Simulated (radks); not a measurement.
Values are calculated unless marked as measured or tabulated.
Species: Dy IV. Configuration: [Xe] 4f8 5d1 (not the ground configuration). Level of theory: scalar-relativistic Kohn-Sham, SCAN, spin-polarised, spherical densities, finite nucleus; open shells are filled with parallel spins first (spin-orbit coupling, left out, can overturn this in heavy ions); meta-GGA in the generalised Kohn-Sham scheme; Fermi nuclear charge, rms radius 5.2218 fm (a radial shooting solver on a logarithmic mesh with Libxc functionals). Some entries of the table are withheld. Estimate them.

| orbital | occ. | eigenvalue (eV) | r(max) (bohr) |
|---|---|---|---|
| 1s down | 1 | -53767.58 | 0.01338 |
| 1s up | 1 | -53767.58 | 0.01338 |
| 2s up | 1 | -9010.537 | 0.07596 |
| 2s down | 1 | -9010.373 | 0.07596 |
| 2p up | 3 | -7995.307 | 0.06170 |
| 2p down | 3 | -7995.181 | 0.06170 |
| 3s up | 1 | -2050.208 | 0.2151 |
| 3s down | 1 | -2047.025 | 0.2150 |
| 3p up | 3 | -1736.382 | 0.2115 |
| 3p down | 3 | -1733.092 | 0.2114 |
| 3d up | 5 | -1332.563 | 0.1733 |
| 3d down | 5 | -1329.872 | 0.1731 |
| 4s up | 1 | -445.8421 | 0.4940 |
| 4s down | 1 | -438.7634 | 0.4937 |
| 4p up | 3 | -341.6329 | 0.5154 |
| 4p down | 3 | -334.5913 | 0.5152 |
| 4d up | 5 | -199.4009 | 0.5332 |
| 4d down | 5 | -192.2612 | 0.5333 |
| 5s up | 1 | -84.4244 | 1.126 |
| 5s down | 1 | -82.0054 | 1.145 |
| 5p up | 3 | -58.3583 | (1) |
| 5p down | 3 | -56.2626 | (2) |
| 4f up | 7 | -44.5604 | 0.5278 |
| 4f down | 1 | -37.5370 | 0.5309 |
| 5d up | 1 | -27.3365 | 1.691 |

Answer. 
(1) 5p up r(max) (bohr): 1.273
(2) 5p down r(max) (bohr): 1.285
